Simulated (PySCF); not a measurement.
# C₆ coefficients of unlike pairs at wB97X

Calculated with PySCF 2.14 from the dipole response of each species, C₆(A,B) = (3/π) ∫ α_A(iu) α_B(iu) du, in atomic units, from isotropic polarisabilities. For ions this is the dispersion term alone; charge-induced terms of lower order in 1/R come first.

| species | configuration | basis | relativity | α (bohr³) | C₆ (like pair) |
| --- | --- | --- | --- | --- | --- |
| Cu⁺ | [Ar] 3d10 (1S) | aug-cc-pVDZ-DK (7s6p4d2f) | spin-free X2C | 6.959 | 21.56 |
| Ga | [Ar] 3d10 4s2 4p1 (2P) | x2c-TZVPPall with one added diffuse shell each of s, p, d type (7s6p5d1f) | spin-free X2C | 53.68 | 447.7 |
| Mg²⁺ | [Ne] (1S) | aug-cc-pCVTZ-DK with one added diffuse shell each of s, p, d, f type (9s8p6d4f) | spin-free X2C | 0.4440 | 0.5035 |
| Ge⁺ | [Ar] 3d10 4s2 4p1 (2P) | def2-QZVPPD (12s7p5d4f1g) | none | 18.84 | 109.2 |

(1) Estimate C₆ for Mg²⁺ with Ga.

No spin-orbit coupling is included.

The other pairs:

```csv
pair,C₆
"Ga, Cu⁺",85.44
"Ge⁺, Cu⁺",46.56
"Ge⁺, Ga",212.0
"Ge⁺, Mg²⁺",5.017
"Mg²⁺, Cu⁺",2.794
```

Answers

(1) The integral gives 7.860. The combination rule 2 C_A C_B / (C_A α_B/α_A + C_B α_A/α_B) gives 6.982 and the geometric mean 15.01.
